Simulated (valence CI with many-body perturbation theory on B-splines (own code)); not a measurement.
Cd XXVI: M1 decay

Calculated by valence CI with perturbative core correlation (CI+MBPT): five valence electrons over a frozen Dirac-Fock core [Ar], radial functions for each j: 7 s, 7 p, 8 d, 6 f, 4 g, 1 h, with the one-electron correlation potential Σ1, the two-electron term Σ2, the three-electron term Σ3, Breit, model QED; selected CI, second order for the rest, scaled by the run's own slope (own B-spline code, finite nucleus).

No measured levels were compared; by estimate terms of the open shell hold to 2 to 4 % of their energy, and close levels can change places. Only levels of the ground parity were solved; by the run's estimate the other parity begins above the list, which can be wrong where configurations are misplaced.

Lines 51 to 100 of 120 in falling wavelength, among levels below 489680 cm⁻¹, chosen from the decays that carry over 1 % of a level's rate. Wavelengths and rates use the calculated energies, so an error of 4000 cm⁻¹ moves a line at 1460 Å by 5.8 % and its rate by three times that or more. S is in atomic units (e²a₀⁴ for E2 and M2, e²a₀⁶ for E3), for M1 in squared Bohr magnetons. Weak lines are less certain than strong ones. Lines between different terms over intervals too small for the method are left out, as are lines whose strength nearly cancels.

Names give the largest LS component (configuration and term), which can be under half, so a name can repeat, a term be missing and a line seem to break the LS rules; names also repeat where a configuration has a term twice. Letters in brackets count levels of one name in rising energy.

| λ vac (Å) | Upper | Lower | Type | A (s⁻¹) | S (a.u.) |
| --- | --- | --- | --- | --- | --- |
| 1460 | 3d5 2F_5/2 [b] | 3d5 4D_3/2 | M1 | 1.51e+02 | 1.05e-01 |
| 1408 | 3d5 2F_7/2 [a] | 3d5 4G_7/2 | M1 | 1.70e+02 | 1.41e-01 |
| 1389 | 3d5 2D_3/2 [a] | 3d5 4D_1/2 | M1 | 6.58e+02 | 2.61e-01 |
| 1355 | 3d5 2H_9/2 | 3d5 4D_7/2 | M1 | 4.40e+02 | 4.06e-01 |
| 1324 | 3d5 4F_5/2 | 3d5 4D_7/2 | M1 | 3.27e+02 | 1.69e-01 |
| 1301 | 3d5 2G_9/2 [a] | 3d5 4G_11/2 | M1 | 1.08e+03 | 8.85e-01 |
| 1287 | 3d5 2I_13/2 | 3d5 4G_11/2 | M1 | 4.09e+02 | 4.52e-01 |
| 1277 | 3d5 4F_3/2 | 3d5 4P_3/2 | M1 | 5.39e+03 | 1.67e+00 |
| 1238 | 3d5 4F_7/2 | 3d5 2G_9/2 [a] | M1 | 3.20e+03 | 1.80e+00 |
| 1232 | 3d5 2S_1/2 | 3d5 4F_3/2 | M1 | 4.07e+02 | 5.64e-02 |
| 1227 | 3d5 2G_9/2 [a] | 3d5 4G_7/2 | M1 | 1.16e+03 | 7.94e-01 |
| 1211 | 3d5 2H_11/2 | 3d5 2I_13/2 | M1 | 1.96e+03 | 1.55e+00 |
| 1206 | 3d5 4D_5/2 | 3d5 4G_5/2 [a] | M1 | 1.68e+03 | 6.54e-01 |
| 1206 | 3d5 2F_5/2 [a] | 3d5 4G_5/2 [b] | M1 | 8.60e+03 | 3.35e+00 |
| 1199 | 3d5 2H_11/2 | 3d5 2G_9/2 [a] | M1 | 1.37e+03 | 1.05e+00 |
| 1196 | 3d5 2G_7/2 [a] | 3d5 4D_7/2 | M1 | 1.20e+02 | 6.11e-02 |
| 1170 | 3d5 4G_5/2 [a] | 3d5 6S_5/2 | M1 | 4.44e+03 | 1.58e+00 |
| 1118 | 3d5 2D_3/2 [a] | 3d5 4D_5/2 | M1 | 1.80e+03 | 3.73e-01 |
| 1115 | 3d5 2F_5/2 [b] | 3d5 4D_5/2 | M1 | 1.33e+03 | 4.11e-01 |
| 1110 | 3d5 2F_5/2 [a] | 3d5 4P_3/2 | M1 | 6.73e+02 | 2.05e-01 |
| 1095 | 3d5 4F_7/2 | 3d5 2F_7/2 [a] | M1 | 1.90e+03 | 7.39e-01 |
| 1091 | 3d5 2S_1/2 | 3d5 4D_3/2 | M1 | 1.11e+03 | 1.07e-01 |
| 1064 | 3d5 2F_5/2 [a] | 3d5 4G_7/2 | M1 | 1.32e+03 | 3.54e-01 |
| 1058 | 3d5 2F_7/2 [b] | 3d5 4D_5/2 | M1 | 1.41e+03 | 4.94e-01 |
| 1049 | 3d5 2S_1/2 | 3d5 4D_1/2 | M1 | 1.43e+02 | 1.23e-02 |
| 1029 | 3d5 2F_5/2 [b] | 3d5 4D_7/2 | M1 | 2.67e+03 | 6.49e-01 |
| 999.2 | 3d5 2H_11/2 | 3d5 2I_11/2 | M1 | 7.84e+03 | 3.48e+00 |
| 980.0 | 3d5 2F_7/2 [b] | 3d5 4D_7/2 | M1 | 4.12e+03 | 1.15e+00 |
| 967.4 | 3d5 2F_7/2 [a] | 3d5 4G_5/2 [a] | M1 | 2.45e+02 | 6.58e-02 |
| 965.5 | 3d5 2G_9/2 [b] | 3d5 2I_11/2 | M1 | 1.27e+03 | 4.25e-01 |
| 962.5 | 3d5 2H_9/2 | 3d5 4G_9/2 | M1 | 5.06e+03 | 1.67e+00 |
| 960.8 | 3d5 4D_3/2 | 3d5 4G_5/2 [a] | M1 | 1.98e+02 | 2.60e-02 |
| 929.7 | 3d5 4F_5/2 | 3d5 4G_5/2 [b] | M1 | 2.58e+03 | 4.60e-01 |
| 891.0 | 3d5 2H_9/2 | 3d5 4G_11/2 | M1 | 2.02e+03 | 5.29e-01 |
| 879.4 | 3d5 2G_7/2 [a] | 3d5 4G_9/2 | M1 | 1.43e+03 | 2.89e-01 |
| 873.0 | 3d5 4F_3/2 | 3d5 4G_5/2 [a] | M1 | 4.20e+03 | 4.15e-01 |
| 872.1 | 3d5 4F_5/2 | 3d5 4P_3/2 | M1 | 1.33e+02 | 1.96e-02 |
| 864.5 | 3d5 2G_7/2 [a] | 3d5 4G_5/2 [b] | M1 | 7.37e+01 | 1.41e-02 |
| 855.3 | 3d5 2H_9/2 | 3d5 4G_7/2 | M1 | 1.91e+03 | 4.43e-01 |
| 848.6 | 3d5 4G_7/2 | 3d5 6S_5/2 | M1 | 3.83e+02 | 6.95e-02 |
| 848.3 | 3d5 2D_3/2 [a] | 3d5 4P_1/2 | M1 | 1.93e+02 | 1.75e-02 |
| 843.1 | 3d5 4F_5/2 | 3d5 4G_7/2 | M1 | 2.14e+03 | 2.85e-01 |
| 838.7 | 3d5 4F_7/2 | 3d5 4D_7/2 | M1 | 9.76e+02 | 1.71e-01 |
| 821.2 | 3d5 4P_3/2 | 3d5 6S_5/2 | M1 | 7.82e+03 | 6.42e-01 |
| 797.7 | 3d5 2G_9/2 [b] | 3d5 4D_7/2 | M1 | 2.23e+03 | 4.19e-01 |
| 791.6 | 3d5 2F_5/2 [a] | 3d5 4G_5/2 [a] | M1 | 7.42e+02 | 8.19e-02 |
| 775.9 | 3d5 4G_5/2 [b] | 3d5 6S_5/2 | M1 | 3.11e+03 | 3.23e-01 |
| 774.1 | 3d5 2F_5/2 [b] | 3d5 4G_5/2 [b] | M1 | 2.64e+03 | 2.73e-01 |
| 756.9 | 3d5 2F_7/2 [b] | 3d5 4G_9/2 | M1 | 4.17e+03 | 5.36e-01 |
| 734.8 | 3d5 2D_3/2 [a] | 3d5 4P_3/2 | M1 | 4.78e+02 | 2.81e-02 |
